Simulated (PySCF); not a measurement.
## Telling isomers of C6H11FOSi apart by NMR

[PySCF 2.14: shielding tensors at PBE0/pcSseg-1 (GIAO); geometry: GFN2-xTB; one conformer; one averaged value for each set of equivalent atoms; no solvent model; relativity neglected]

Chemical shifts δ = σref − σ; ¹H (σref 31.72), ¹³C (σref 186.93) against TMS, all at this level. Splittings of carbon signals by F and P are missing where no couplings were computed. Where no couplings were computed, multiplicities follow the n + 1 count of equivalent neighbours, and m marks all less simple cases (inequivalent or close neighbours, rings, F or P nearby). Shifts are as computed. Against solution values, carbons near 30 ppm lie about +3 ppm off and those near 130 ppm about +5 ppm. Of 1211 compounds with measured shifts, 218 miss one by over three times the rms of a fit or turn the order of signals round; such compounds aren't used in these exercises.

(1) Tabulate the signals of `CC(C)/C=C(\[SiH3])C(=O)F`, `C[C@@H]1CC[C@@]1([SiH3])C(=O)F` and their relative energies.

(2) What is the quickest way to tell CC(C)/C=C(\[SiH3])C(=O)F from C[C@@H]1CC[C@@]1([SiH3])C(=O)F?

Answers

(1) 
| SMILES | carbon types | δC | δH | E rel. (kcal/mol) |
| --- | --- | --- | --- | --- |
| CC(C)/C=C(\[SiH3])C(=O)F | 2×C 2×CH 2×CH3 | 185.9, 167.5, 123.4, 38.4, 23.5 | 7.81 (m, 1H), 4.26 (s, 3H), 2.80 (m, 1H), 1.13 (d, 6H) | 0.0 |
| C[C@@H]1CC[C@@]1([SiH3])C(=O)F | 2×C 1×CH 2×CH2 1×CH3 | 177.4, 37.8, 36.5, 27.4, 25.1, 21.4 | 4.10 (s, 3H), 2.89 (m, 1H), 2.63 (m, 1H), 2.13 (m, 1H), 2.00 (m, 1H), 1.67 (m, 1H), 1.34 (d, 3H) | 3.8 |

Energies are electronic energies at PBE0/pcSseg-1 on these geometries, without zero-point or thermal terms, each for the one conformer computed, which needn't be the lowest.

(2) Count the carbon signals: 5 against 6. The first has a β carbon of a C=C–C=O unit (CH) at 185.9 ppm, the second a fully substituted sp3 carbon bonded to Si, α to a carbonyl (C) at 36.5 ppm. Their most deshielded carbons lie at 185.9 and 177.4 ppm. In the proton spectra the most deshielded non-exchanging signals are 7.81 (m, 1H) and 4.10 (s, 3H).
